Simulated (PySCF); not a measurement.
B3LYP has the VWN-RPA correlation part, as in Gaussian. Delta-SCF ions had no search for a lower state. Excitations are Tamm–Dancoff values on a coarser integration grid. The basis has no diffuse functions, so Rydberg states are missing or too high.

# C7H8OS2Si, SMILES `COc1cc2scc([SiH3])c2s1` (C–O–C–S torsion 0°) (charge 0, multiplicity 1)

Computed with B3LYP-D3(BJ)/def2-TZVP // PBE0-D3(BJ)/def2-SVP in PySCF.

```
Quantity                                                             Result
-------------------------------------------  ------------------------------
HOMO                                                               -5.61 eV
dipole moment                                                        1.63 D
HOMO–LUMO gap                                                       4.79 eV
LUMO                                                               -0.82 eV
S1 excitation (TDA)                                                 4.43 eV
S1 oscillator strength                                                0.000
brightest of the four lowest singlets (TDA)                         4.65 eV
T1 excitation (TDA)                                                 3.10 eV
S1–T1 gap (TDA)                                                     1.32 eV
vertical ionisation energy (Delta-SCF)                              7.34 eV
total energy                                                   -38990.92 eV
cost                                         around 29 core-minutes (rough)
```

```xyz
19

C     -3.4444     1.4843    -0.2545
O     -3.1567     0.1104    -0.2065
C     -1.8821    -0.2648    -0.0908
C     -1.4540    -1.5662    -0.0319
C     -0.0383    -1.6172     0.0905
S      1.1317    -2.8813     0.2123
C      2.4246    -1.7317     0.3038
C      2.0118    -0.4199     0.2461
Si     3.1805     1.0339     0.3217
C      0.5897    -0.3766     0.1233
S     -0.5703     0.9070     0.0019
H     -2.9611     1.9645    -1.1238
H     -3.1149     1.9949     0.6677
H     -4.5328     1.5792    -0.3496
H     -2.1364    -2.4128    -0.0761
H      3.4470    -2.0973     0.3978
H      2.8621     1.9086     1.4918
H      3.0687     1.8677    -0.9142
H      4.5749     0.5174     0.4502
```
